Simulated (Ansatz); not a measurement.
Geometry optimisation, RKS PBE-D4/def2-SVP in Ansatz 0.2.0.

Input file:

```yaml
crystal:
  periodic: [false, false, false]
  atoms:
    - { symbol: Si, position_ang: [-0.9763, 0.7037, -0.6613] }
    - { symbol: H, position_ang: [0.4704, -0.4735, -0.8163] }
    - { symbol: Cl, position_ang: [-1.1746, 0.7123, -2.7141] }
    - { symbol: Cl, position_ang: [-0.1162, 2.4567, -0.2019] }
    - { symbol: H, position_ang: [-2.3415, 0.4685, -0.2552] }
    - { symbol: H, position_ang: [0.304, -0.7084, 1.3599] }
    - { symbol: F, position_ang: [-0.6259, 0.0372, 1.1945] }
    - { symbol: H, position_ang: [1.0259, -0.9803, -0.1811] }
    - { symbol: O, position_ang: [1.3336, -1.3609, 0.9998] }
    - { symbol: H, position_ang: [2.1005, -0.8553, 1.2757] }
basis:
  gaussian: { orbitals: def2-SVP }
hamiltonian:
  xc: pbe
  dispersion: d4
relax:
  f_tol: 0.15
  max_steps: 25
  restrain:
    - { distance: [0, 6], at: 1.68, k: 30.0 }
    - { distance: [5, 8], at: 0.97, k: 30.0 }
    - { distance: [7, 1], at: 0.62, k: 30.0 }
    - { distance: [0, 1], at: 2.72, k: 30.0 }
    - { distance: [5, 6], at: 2.18, k: 30.0 }
    - { distance: [7, 8], at: 2.27, k: 30.0 }
```

Launched with:

```bash
$ ansatz run input.yaml --threads 2 --pin off --max-ram 3072MiB --backend cpu --events-out ev --progress --plain --runs-dir out
```

Task: Where does it end, and by what steps?

Result: It converged. The restraints hold the end off the free minimum. After 11 steps the energy has fallen by 1.783 eV (the restraints' own energy left out); H5 moved furthest, 1.05 Å. Joined: H2–H8 (0.98 → 0.71 Å), H6–O9 (1.27 → 0.97 Å).

| step | energy less start (eV) | largest force component (eV/Å) | accepted |
| --- | --- | --- | --- |
| 0 | 0.0000 | 2.223 | yes |
| 1 | 0.3579 | 3.617 | yes |
| 2 | 0.4675 | 7.497 | yes |
| 3 | -0.2695 | 4.032 | yes |
| 4 | -0.9351 | 2.071 | yes |
| 5 | -1.2956 | 2.000 | yes |
| 6 | -1.5391 | 2.020 | yes |
| 7 | -1.6686 | 1.886 | yes |
| 8 | -1.7519 | 1.207 | yes |
| 9 | -1.7598 | 1.747 | yes |
| 10 | -1.7809 | 1.952 | yes |
| 11 | -1.7829 | 2.000 | yes |

```xyz
10
Properties=species:S:1:pos:R:3
Si -1.399 0.888 -0.507
H 1.018 -0.222 -1.121
Cl -1.439 0.049 -2.376
Cl -0.004 2.386 -0.369
H -2.743 1.434 -0.182
H 0.679 -1.338 1.372
F -1.068 -0.268 0.633
H 1.306 -0.607 -0.602
O 1.621 -1.578 1.427
H 2.029 -0.744 1.724
```

Time of the run: 28 s on 2 threads of Arm Neoverse V1, on a shared host, peak memory 0.15 GiB.
